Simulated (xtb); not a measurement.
CdCl$_{2}$, singlet, geometry from GFN2-xTB (such geometries of metal compounds can be far from the true shape); GFN0-xTB run with xtb.

The xtb input:
```
$ xtb mol.xyz --gfn 0 --json

# file mol.xyz
3

Cd    -0.39671305     0.18389913    -0.31449633
Cl     1.79622522     0.09929264    -0.90545355
Cl    -0.67609427    -0.61853724     1.79344318
```

Output, abridged:

```
   ID    Z sym.   atoms
    1   48 Cd     1
    2   17 Cl     2, 3

           -------------------------------------------------
          |                Calculation Setup                |
           -------------------------------------------------

           -------------------------------------------------
          |                 G F N 0 - x T B                 |
           -------------------------------------------------

          ...................................................
          :                      SETUP                      :
          :.................................................:
          :  # basis functions                  24          :
          :  # atomic orbitals                  22          :
          :  # shells                            8          :
          :  # electrons                        16          :
          :  electronic temp.          300.0000000     K    :
          :  accuracy                    1.0000000          :
          :  -> integral cutoff          0.2500000E+02      :
          :  -> integral neglect         0.1000000E-07      :
          ...................................................

         :::::::::::::::::::::::::::::::::::::::::::::::::::::
         ::                     SUMMARY                     ::
         :::::::::::::::::::::::::::::::::::::::::::::::::::::
         :: total energy              -9.476999411579 Eh    ::
         :: gradient norm              0.007170719668 Eh/a0 ::
         :: HOMO-LUMO gap              3.810560759048 eV    ::
         ::.................................................::
         :: H0 energy                 -9.480179420831 Eh    ::
         :: repulsion energy           0.007445152025 Eh    ::
         :: electrostat energy        -0.003587178842 Eh    ::
         :: -> Gsolv                   0.000000000000 Eh    ::
         ::    -> Gsasa                0.000000000000 Eh    ::
         ::    -> Gshift               0.000000000000 Eh    ::
         :: dispersion energy         -0.000677963930 Eh    ::
         :: short-range corr.          0.000000000000 Eh    ::
         :: add. restraining           0.000000000000 Eh    ::
         :: total charge              -0.000000000000 e     ::
         :::::::::::::::::::::::::::::::::::::::::::::::::::::

           -------------------------------------------------
          |                Property Printout                |
           -------------------------------------------------

    * Orbital Energies and Occupations

         #    Occupation            Energy/Eh            Energy/eV
      -------------------------------------------------------------
         1        2.0000           -0.9753084             -26.5395
         2        2.0000           -0.9727606             -26.4702
         3        2.0000           -0.5066029             -13.7854
         4        2.0000           -0.4622936             -12.5796
         5        2.0000           -0.4597521             -12.5105
         6        2.0000           -0.4588141             -12.4850
         7        2.0000           -0.4533823             -12.3372
         8        2.0000           -0.4511757             -12.2771 (HOMO)
         9                         -0.3111401              -8.4666 (LUMO)
        10                         -0.0778381              -2.1181
        11                         -0.0683052              -1.8587
        12                         -0.0658963              -1.7931
        13                         -0.0658547              -1.7920
        14                         -0.0658148              -1.7909
        15                         -0.0656913              -1.7876
        16                         -0.0654816              -1.7818
        17                         -0.0654335              -1.7805
        18                         -0.0647979              -1.7632
        19                         -0.0573423              -1.5604
       ...                                ...                  ...
        22                          0.4468291              12.1588
      -------------------------------------------------------------
                  HL-Gap            0.1400355 Eh            3.8106 eV
             Fermi-level            0.0000000 Eh            0.0000 eV

     #   Z          covCN         q      C6AA      α(0)
     1  48 Cd       1.550     0.096   227.709    28.620
     2  17 Cl       0.775    -0.048    98.599    15.178
     3  17 Cl       0.775    -0.048    98.599    15.178

 Mol. C6AA /au·bohr⁶  :       1212.079828
 Mol. C8AA /au·bohr⁸  :      74597.743196
 Mol. α(0) /au        :         58.975175

Wiberg/Mayer (AO) data.
largest (>0.10) Wiberg bond orders for each atom

 ---------------------------------------------------------------------------
     #   Z sym  total        # sym  WBO       # sym  WBO       # sym  WBO
 ---------------------------------------------------------------------------
     1  48 Cd   1.602 --     2 Cl   0.801     3 Cl   0.801
     2  17 Cl   0.928 --     1 Cd   0.801     3 Cl   0.127
     3  17 Cl   0.928 --     1 Cd   0.801     2 Cl   0.127
 ---------------------------------------------------------------------------

Topologies differ in total number of bonds
Writing topology from bond orders to xtbtopo.mol

 dipole moment from electron density (au)
     X       Y       Z
  -1.9273   0.8934  -1.5279  total (Debye):    6.651

           -------------------------------------------------
          | TOTAL ENERGY               -9.476999411579 Eh   |
          | GRADIENT NORM               0.007170719668 Eh/α |
          | HOMO-LUMO GAP               3.810560759048 eV   |
           -------------------------------------------------

normal termination of xtb
```
